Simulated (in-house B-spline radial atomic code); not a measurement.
## Ca⁵⁺: [Ne] 3s1 3p3 3d1 (an excited or competing configuration)

Computed with an all-electron radial atomic-structure program (B-spline basis): non-relativistic B97-1, spin-polarised, spherical fractional occupations, exact exchange averaged over the configuration, point nucleus.

Screening seen three ways: the hydrogenic charge with the same mean radius, Z_r = [3n² - l(l+1)]/(2<r>), the one with the same energy, Z_e = n√(-2ε), and Slater's rules. Values are occupation-weighted means over spin.

```tsv
shell	electrons	ε (eV)	<r> (bohr)	Z_r	Z_e	Slater
1s	2	-4044.6	0.07734	19.40	17.24	19.70
2s	2	-502.74	0.3647	16.45	12.16	15.85
2p	6	-425.03	0.3265	15.32	11.18	15.85
3s	1	-123.45	1.068	12.65	9.04	10.15
3p	3	-102.15	1.11	11.26	8.22	10.15
3d	1	-71.166	1.172	8.96	6.86	6.00
```

The least bound orbital is 3d up at -71.17 eV, and it is also the most diffuse (<r> = 1.172 bohr).
